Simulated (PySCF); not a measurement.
Estimate the missing entries of this data sheet.

C8H7FSi.
InChI=1S/C8H7FSi/c9-8-5-6-3-1-2-4-7(6)10-8/h1-5H,10H2

| property | level | value |
| --- | --- | --- |
| point group | PBE0-D3(BJ)/def2-SVP | Cs |
| rotational constants A, B, C | PBE0-D3(BJ)/def2-SVP | ? |
| dipole moment | CAM-B3LYP/def2-SVPD | 1.77 D |
| HOMO energy | CAM-B3LYP/def2-SVPD | -7.72 eV |
| LUMO energy | CAM-B3LYP/def2-SVPD | -0.45 eV |
| lowest singlet excitation | TDDFT CAM-B3LYP/def2-SVPD | ? |
| strongest line among the 10 lowest singlet transitions | TDDFT CAM-B3LYP/def2-SVPD | S4 at 6.05 eV (205 nm, f = 0.654) |
| lowest triplet excitation (Tamm–Dancoff) | TDA CAM-B3LYP/def2-SVPD | 2.95 eV |
| static isotropic polarisability | CAM-B3LYP/def2-SVPD | ? |
| vertical ionisation energy | ΔSCF CAM-B3LYP/def2-SVPD | ? |
| electronic spatial extent ⟨r²⟩ about the centre of nuclear charge | CAM-B3LYP/def2-SVPD | ? |
| 13C chemical shifts (computed TMS as zero) by class | GIAO PBE0/pcSseg-1 | 181.9 (1 C), 152.7 (1 C), 139.5 (1 C), 136.9 (1 C), 135.5 (1 C), 131.9 (1 C), 130.0 (1 C), 129.7 (1 C) ppm |
| 1H chemical shifts (computed TMS as zero) by class | GIAO PBE0/pcSseg-1 | ? |
| isotropic shieldings of nuclei other than C and H, by class | GIAO PBE0/pcSseg-1 | 297 (1 F), 407 (1 Si) ppm |

Electronic properties: PySCF, gas phase, density fitting. Geometry: PBE0-D3(BJ)/def2-SVP; no solvent, vibrations or thermal averaging.

(1) What is the vertical ionisation energy?

(2) Give the static isotropic polarisability.

(3) What are the 1H chemical shifts (computed TMS as zero) by class?

(4) The electronic spatial extent ⟨r²⟩ about the centre of nuclear charge?

(5) What are the rotational constants A, B, C?

(6) What is the lowest singlet excitation?

## Answers

(1) 8.31 eV.

(2) 116.7 au.

(3) 7.53 (1 H), 7.42 (1 H), 7.23 (1 H), 7.23 (1 H), 6.78 (1 H), 4.84 (2 H) ppm.

(4) 1684 bohr².

(5) 2.670, 0.826, 0.635 GHz.

(6) 4.32 eV (287 nm, f = 0.068).

No computed singlet falls in the visible range (750 to 380 nm, 1.65 to 3.26 eV); S1 lies 1.06 eV above its blue end. With B = h/(8π²I), that is 505.379 GHz u Å² over I, the principal moments of inertia are 189.3, 612.2 and 795.5 u Å² (most abundant isotopes); the inertial defect Ic − Ia − Ib is -6.0 u Å² (zero for a rigid planar frame, negative otherwise). The polarisability is 17.30 Å³ as a volume (1 au = 0.148185 Å³), or 1.50 au for each of the 78 electrons.
